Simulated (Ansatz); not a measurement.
Consider the cleavage of the Si–Si bond: `C[SiH](F)[SiH2]Cl` + CH₃NH₂ → `CN[SiH](C)F` + `[SiH3]Cl`.

Gas-phase electronic energies from Ansatz, PBE0-D4/def2-TZVP geometries. CCSD(T)/CBS adds triple-zeta CCSD(T) − MP2 to the extrapolated MP2 energy (def2 sets, frozen cores). This one scheme is used for every species. DFT in def2-TZVPP. One conformer a species, not always the lowest.

| level | ΔE (kJ/mol) | difference from CCSD(T)/CBS |
| --- | --- | --- |
| LDA (SPW92) | -75.9 | 8.0 |
| BLYP-D4 | -76.5 | 7.4 |
| r2SCANh-D4 | -80.2 | 3.7 |
| BHLYP-D4 | -87.2 | -3.3 |
| CAM-B3LYP-D4 | -88.1 | -4.2 |
| ωB97M-V | -88.2 | -4.3 |
| B2PLYP | -86.4 | -2.5 |
| BHLYP | -89.9 | -6.0 |
| CAM-B3LYP | -88.9 | -5.0 |
| SCS-MP2/def2-TZVPP | -92.6 | -8.7 |
| CCSD(T)/CBS | -83.9 | 0 |

Largest T1 diagnostic among the species: 0.011.

In def2-TZVPP, CCSD(T) changes the Hartree–Fock value by +9.9 kJ/mol (the triples alone add +1.5 kJ/mol) and MP2 by +3.1 kJ/mol. From PBE to PBE0 (25 % exact exchange), in def2-TZVPP and without D4, ΔE moves by −6.6 kJ/mol. Leaving LDA and LC-ωPBE aside and taking each functional with its dispersion term where it has one, the values, not all of them listed here, spread over 24.0 kJ/mol, from ωB97M-V to PBE-D4. LDA lies −11.6 kJ/mol from PBE without D4.
